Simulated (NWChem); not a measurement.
# Basis-set convergence for CH3FGe

```xyz
6

Ge    -0.4721    -0.0782     0.0000
F      0.8181    -1.3124     0.0000
C      0.7728     1.4952     0.0000
H      0.2404     2.4674     0.0000
H      1.4337     1.4384    -0.8923
H      1.4337     1.4384     0.8923
```
Charge 0, spin multiplicity 1.

Program: NWChem. The geometry was optimised at PBE/def2-SVP, a minimum by its harmonic frequencies.

Quantity: vertical ionisation energy at the level ΔMP2 (Δ: difference of total energies, the cation a doublet at the parent's geometry with its hole in an orbital of symmetry a' (Cs labels); it is the state that the SCF runs reached, from PBE0 orbitals for Hartree-Fock references, and need not be the lowest).

The Hamiltonian is non-relativistic. The correlated methods keep 11 core orbitals frozen. The Pople sets run with spherical d functions. The structure started from a generated list of species. No SCF solution was tested for a lower state. Open-shell Hartree-Fock references start from PBE0 orbitals; any time given for them includes that run.

Costs are rough ratios of processor time within this set of runs, SCF included, with 3-21G as 1.

```tsv
basis	functions	vertical ionisation energy (eV)	relative cost
3-21G	46	___	1
6-31G*	66	8.88	under 3
def2-SVP	75	___	under 3
6-311G**	98	9.11	4
def2-SVPD	105	___	6
aug-pcseg-1	109	9.16	8
def2-TZVP	128	9.27	10
pcseg-2	145	9.30	20
cc-pVTZ	145	9.26	50
def2-TZVPD	158	9.30	20
```

Q: Fill in the missing entries.

A: 
- 3-21G, vertical ionisation energy (eV): 8.43
- def2-SVP, vertical ionisation energy (eV): 9.05
- def2-SVPD, vertical ionisation energy (eV): 9.21
